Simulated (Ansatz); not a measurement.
`B[SiH](O)OC` + H–F → `CO[SiH](O)F` + BH₃  (cleavage of the Si–B bond)

Gas-phase electronic energies from Ansatz, PBE0-D4/def2-TZVP geometries. CCSD(T)/CBS is the MP2 limit (def2-TZVPP, def2-QZVPP) plus CCSD(T) − MP2 in def2-TZVPP, frozen cores. This one scheme is used for every species. DFT in def2-TZVPP. One conformer a species, not always the lowest.

`B[SiH](O)OC`:

Cartesian coordinates in Å:
```
B -1.818 -0.980 1.023
Si -0.003 -0.168 0.721
O 1.208 -1.257 0.997
O -0.093 0.347 -0.837
C 0.812 1.242 -1.443
H -2.106 -2.013 0.489
H -2.654 -0.482 1.718
H 0.393 0.980 1.580
H 1.110 -2.121 0.593
H 1.128 2.028 -0.748
H 0.320 1.710 -2.297
H 1.702 0.713 -1.797
```

H–F:

```xyz
2

F    -0.195   -0.381    0.168
H     0.195    0.381   -0.168
```

`CO[SiH](O)F`:

Cartesian coordinates in Å:
```
C 0.389 0.299 -1.546
O -0.339 0.477 -0.349
Si -0.246 -0.476 0.962
O -1.048 0.229 2.179
F 1.297 -0.671 1.318
H 0.101 -0.629 -2.051
H 1.466 0.278 -1.357
H 0.163 1.136 -2.207
H -0.809 -1.820 0.764
H -0.975 1.178 2.288
```

BH₃:

Z-matrix (Å, degrees):
```
B
H 1 1.193
H 1 1.193 2 120.0
H 1 1.193 2 120.0 3 180.0
```

```tsv
level	ΔE (kJ/mol)
ωB97M-V	-193.5
CCSD/def2-TZVPP	-191.7
```

Question: What does CCSD(T)/CBS give? (Best estimate.)

Answer: Ansatz gave: -187.2 kJ/mol. The listed levels differ from it by -6.3, -4.5 kJ/mol.

Largest T1 diagnostic among the species: 0.012.

From PBE to PBE0 (25 % exact exchange), in def2-TZVPP and without D4, ΔE moves by −8.6 kJ/mol. In def2-TZVPP, CCSD(T) changes the Hartree–Fock value by +30.8 kJ/mol (the triples alone add +3.8 kJ/mol) and MP2 by +25.6 kJ/mol.
